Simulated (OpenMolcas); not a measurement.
An atom or ion with 48 electrons was computed by SS-CASPT2, IPEA 0.25 Eh, imaginary shift 0.1 Eh with spin-orbit coupling (OpenMolcas, ANO-RCC-VTZP, DKH2). The lowest levels that the run gave, each within 12 % of the measured value where one is at hand:

| J | Parity | E (cm-1) | g |
| --- | --- | --- | --- |
| 0 | even | 0.0 |  |
| 0 | odd | 29421 |  |
| 1 | odd | 29862 | 1.500 |
| 2 | odd | 30839 | 1.501 |
| 1 | odd | 44267 | 1.001 |

Which ion is it, and what are the configurations and terms?

Cd I (Z = 48, neutral; active space 2 electrons in 4 orbitals (5s 5p)). J, parity and g give the terms where levels are pure, and mixed ones are named by the computed weights; the size of the splittings, set against known spectra of the 48-electron sequence, gives the charge. In order, with the measured energies in cm-1 (NIST Handbook of Basic Atomic Spectroscopic Data): 5s2 1S0, 5s 5p 3P* 0 (30114), 5s 5p 3P* 1 (30656), 5s 5p 3P* 2 (31827), 5s 5p 1P* 1 (43692).

Terms from blocks run as CI alone lack orbitals of their own. Computed and measured levels are paired by configuration, term and J; levels that our copy of the source lacks, or whose pairing is in doubt (as where it misses far off the trend of its configuration), stay unpaired and out of the deviations. Only configurations of the active space appear.

* marks odd parity.
